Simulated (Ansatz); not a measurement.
Reaction (redistribution): `[F][Ti]([F])([F])[Cl]` + `CC1=CC(C(F)(F)F)=[O+][Ti-]([Cl])([Cl])([Cl])[O]1` → `CC1=CC(C(F)(F)F)=[O+][Ti-]([F])([F])([Cl])[O]1` + `[F][Ti]([Cl])([Cl])[Cl]`

Isolated molecules relaxed with PBE0-D4/def2-TZVP in Ansatz; ΔE leaves out vibrations. CCSD(T)/CBS adds triple-zeta CCSD(T) − MP2 to the extrapolated MP2 energy (def2 sets, frozen cores). For Ti outer-core shells are correlated without core-valence functions, which leaves a few kJ/mol of doubt a bond. Scalar relativity is left out up to krypton.

`[F][Ti]([F])([F])[Cl]`:

Cartesian coordinates in Å:
```
F -1.548 0.069 -0.849
Ti -0.065 -0.014 0.051
F -0.089 1.186 1.305
F 0.082 -1.588 0.769
Cl 1.620 0.347 -1.277
```

`CC1=CC(C(F)(F)F)=[O+][Ti-]([Cl])([Cl])([Cl])[O]1`:

Z-matrix (Å, degrees):
```
Ti
O 1 2.056
Cl 1 2.187 2 87.1
Cl 1 2.187 2 87.2 3 115.6
C 1 3.011 2 64.1 3 -122.0
C 1 3.046 2 17.5 3 -121.5
Cl 1 2.212 2 169.6 3 -121.7
O 1 1.925 2 80.4 3 -122.2
C 5 1.487 1 140.2 2 -179.7
C 5 1.386 1 97.8 2 0.4
C 6 1.536 1 143.7 2 0.2
H 9 1.093 5 109.0 1 -57.6
H 9 1.088 5 112.1 1 -179.5
H 9 1.093 5 109.0 1 58.7
H 10 1.078 5 120.3 1 179.8
F 11 1.329 6 109.9 1 -61.9
F 11 1.334 6 111.8 1 178.0
F 11 1.328 6 110.1 1 57.7
```

`CC1=CC(C(F)(F)F)=[O+][Ti-]([F])([F])([Cl])[O]1`:

```xyz
18

C    -1.122   -0.882    2.368
C    -0.671   -0.406    1.031
C     0.660    0.022    0.824
C     1.043    0.460   -0.413
C     2.471    0.956   -0.652
F     3.058    0.223   -1.593
F     2.452    2.223   -1.056
F     3.214    0.884    0.453
O     0.320    0.518   -1.461
Ti   -1.509   -0.001   -1.893
F    -2.953    0.933   -1.586
F    -1.182    0.611   -3.503
Cl   -1.851   -2.123   -2.336
O    -1.517   -0.400    0.106
H    -2.006   -0.316    2.668
H    -0.346   -0.792    3.125
H    -1.429   -1.928    2.280
H     1.367    0.018    1.639
```

`[F][Ti]([Cl])([Cl])[Cl]`:

Cartesian coordinates in Å:
```
F -0.039 0.871 -1.591
Ti -0.002 0.040 -0.073
Cl 0.499 -2.040 -0.408
Cl 1.490 0.951 1.205
Cl -1.948 0.178 0.867
```

```json
{"species": "`[F][Ti]([F])([F])[Cl]`", "CCSD(T)/CBS(def2) energy (Eh)": "-1608.34854"}
{"species": "`CC1=CC(C(F)(F)F)=[O+][Ti-]([Cl])([Cl])([Cl])[O]1`", "CCSD(T)/CBS(def2) energy (Eh)": "-2870.90521"}
{"species": "`CC1=CC(C(F)(F)F)=[O+][Ti-]([F])([F])([Cl])[O]1`", "CCSD(T)/CBS(def2) energy (Eh)": "-2150.94658"}
{"species": "`[F][Ti]([Cl])([Cl])[Cl]`", "CCSD(T)/CBS(def2) energy (Eh)": "-2328.31134"}
```

(1) Work out ΔE.

Largest T1 diagnostic among the species: 0.024, so the coupled-cluster value is less sure than usual.

Results:

(1) ΔE = (-2150.94658) + (-2328.31134) − (-1608.34854) − (-2870.90521) = -0.00417 Eh = -0.11 eV.

At CCSD(T), def2-SVP lies +0.03 eV from the extrapolated value and def2-TZVPP +0.01 eV. Leaving LDA and LC-ωPBE aside and taking each functional with its dispersion term where it has one, the values, not all of them listed here, spread over 0.09 eV, from CAM-B3LYP-D4 to revPBE-D4. In def2-TZVPP, CCSD(T) changes the Hartree–Fock value by +0.09 eV (the triples alone add +0.03 eV) and MP2 by +0.14 eV.
